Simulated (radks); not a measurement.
Values are calculated unless marked as measured or tabulated.
Spherical quantum dot in the effective-mass picture: electrons in a parabolic well V = omega^2 r^2 / 2 with omega = 0.22, with a point charge +1 (a donor) at the centre, all in effective atomic units (hartree* = m*/eps^2 hartree, bohr* = eps/m* bohr), one dielectric constant everywhere. Level of theory: non-relativistic Kohn-Sham, LDA (Slater exchange, Perdew-Wang correlation), spin-polarised, spherical densities (a radial shooting solver with Libxc functionals). Levels are named by radial order and angular momentum (1s, 1p, 1d, 2s, ...), and open shells are averaged over m. Each electron was tried in the lowest free levels, single moves between levels near the top were tried too, and the lowest total energy was kept; such a search can miss a lower state. At N = 1 the Hartree and exchange-correlation terms need not cancel, so that row can carry a self-interaction error.

| N | open shells | 2S | E (hartree*) | mu = E(N) - E(N-1) (hartree*) | addition energy mu(N+1) - mu(N) (hartree*) | rms radius (bohr*) |
|---|---|---|---|---|---|---|
| 1 | 1s(up 1, down 0) | 1 | -0.411684 | -0.41168 | 0.5607 | 1.552 |
| 2 | none | 0 | -0.262671 | 0.14901 | 0.6441 | 1.937 |
| 3 | 1p(up 1, down 0) | 1 | 0.530433 | 0.79310 | 0.2127 | 2.649 |
| 4 | 1p(up 2, down 0) | 2 | 1.53624 | 1.0058 | 0.2100 | 3.049 |
| 5 | 1p(up 3, down 0) | 3 | 2.75207 | 1.2158 | 0.2486 | 3.344 |
| 6 | 1p(up 3, down 1) | 2 | 4.21654 | 1.4645 | 0.1810 | 3.603 |
| 7 | 1p(up 3, down 2) | 1 | 5.86202 | 1.6455 | 0.1789 | 3.822 |
| 8 | none | 0 | 7.68638 | 1.8244 | 0.2151 | 4.014 |
| 9 | 2s(up 1, down 0) | 1 | 9.72587 | 2.0395 | 0.1894 | 4.217 |
| 10 | none | 0 | 11.9548 | 2.2289 | 0.2120 | 4.401 |
| 11 | 1d(up 1, down 0) | 1 | 14.3957 | 2.4409 | 0.1511 | 4.571 |
| 12 | 1d(up 2, down 0) | 2 | 16.9878 | 2.5920 | 0.1488 | 4.725 |
| 13 | 1d(up 3, down 0) | 3 | 19.7286 | 2.7408 | 0.1464 | 4.867 |
| 14 | 1d(up 4, down 0) | 4 | 22.6158 | 2.8872 | 0.1440 | 4.999 |
| 15 | 1d(up 5, down 0) | 5 | 25.6471 | 3.0312 | 0.1706 | 5.123 |
| 16 | 1d(up 5, down 1) | 4 | 28.8489 | 3.2018 | 0.1362 | 5.243 |
| 17 | 1d(up 5, down 2) | 3 | 32.1869 | 3.3380 | 0.1347 | 5.356 |
| 18 | 1d(up 5, down 3) | 2 | 35.6596 | 3.4727 | 0.1331 | 5.464 |
| 19 | 1d(up 5, down 4) | 1 | 39.2653 | 3.6058 | 0.1315 | 5.567 |
| 20 | none | 0 | 43.0026 | 3.7372 | 0.2198 | 5.666 |
| 21 | 1f(up 1, down 0) | 1 | 46.9596 | 3.9570 | 0.1241 | 5.771 |
| 22 | 1f(up 2, down 0) | 2 | 51.0407 | 4.0811 | 0.1229 | 5.871 |
| 23 | 1f(up 3, down 0) | 3 | 55.2446 | 4.2040 | 0.1217 | 5.966 |
| 24 | 1f(up 4, down 0) | 4 | 59.5703 | 4.3256 | 0.1205 | 6.058 |
| 25 | 1f(up 5, down 0) | 5 | 64.0164 | 4.4461 | 0.1193 | 6.147 |
| 26 | 1f(up 6, down 0) | 6 | 68.5818 | 4.5654 | 0.1182 | 6.232 |
| 27 | 1f(up 7, down 0) | 7 | 73.2654 | 4.6836 | 0.1411 | 6.314 |
| 28 | 1f(up 7, down 1) | 6 | 78.0901 | 4.8247 | 0.1143 | 6.396 |
| 29 | 1f(up 7, down 2) | 5 | 83.0291 | 4.9390 | 0.1135 | 6.474 |
| 30 | 1f(up 7, down 3) | 4 | 88.0816 | 5.0525 | 0.1126 | 6.551 |
| 31 | 1f(up 7, down 4) | 3 | 93.2466 | 5.1651 | 0.1117 | 6.625 |
| 32 | 1f(up 7, down 5) | 2 | 98.5234 | 5.2768 | 0.1109 | 6.697 |
| 33 | 1f(up 7, down 6) | 1 | 103.911 | 5.3877 | - | 6.768 |

All shells are closed at N = 2, 8, 10, 20 (there: 1s2 1p6 1d10 2s2); the second difference of the energy has clear peaks (12 % above both neighbours; the first and last values, which can be the largest, are not judged, and half-filled shells can peak too) at N = 2, 5, 8, 15, 20, 27.
